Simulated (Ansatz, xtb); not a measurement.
Stretching the Ge2–H3 bond in BGeH5 (SMILES [BH2][GeH3]) (multiplicity 1 held, fragments rigid). Energies count from the point at 1.540 Å.
Geometry at that point (charge 0, multiplicity 1):
```xyz
7

B     -1.6845    -0.0898    -0.3881
Ge     0.3243     0.0133     0.0725
H      1.1614    -1.1822    -0.4179
H      0.9348     1.2960    -0.5323
H      0.5058     0.1201     1.6021
H     -2.4052     0.7934    -0.0463
H     -2.1530    -1.0048    -0.9863
```

Unrestricted levels (U-) break spin symmetry where that is lower. Active spaces are followed from a long bond inwards. Levels need not reach the same state.

Frozen-core correlation. Filled d and f shells under p-block atoms count as core.

Run with Ansatz (Gaussian orbitals); xtb for the GFN methods.  The GFN methods have no spin term and hold the electronic entropy of 300 K.

Energies in kJ/mol.

```
R (Å)  GFN2-xTB  U-HF/cc-pVTZ  U-wB97X-V/cc-pVTZ  U-MP2/cc-pVTZ  FIC-MRCISD on CASSCF(2,2)/cc-pVTZ  FIC-MRCISD+Q on CASSCF(2,2)/cc-pVTZ
-----  --------  ------------  -----------------  -------------  ---------------------------------  -----------------------------------
1.232       103           129                121            128                                130                                  130
1.386        10            25                 23             25                                 26                                   26
1.540         0             0                  0              0                                  0                                    0
1.694        18            17                 17             16                                 14                                   14
1.848        46            55                 54             54                                 48                                   49
2.078        95           129                125            124                                112                                  113
2.309       148           200                198            218                                176                                  178
2.694       228           257                303            308                                262                                  265
3.079       292           276                350            338                                316                                  319
3.541       346           284                368            350                                346                                  350
4.157       385           286                374            354                                359                                  363
4.927       401           286                375            355                                362                                  366
```

Doubts at one or more of the structures used: a spin-contaminated determinant (U-HF/cc-pVTZ, U-wB97X-V/cc-pVTZ, U-MP2/cc-pVTZ).

Ansatz is an electronic-structure program.
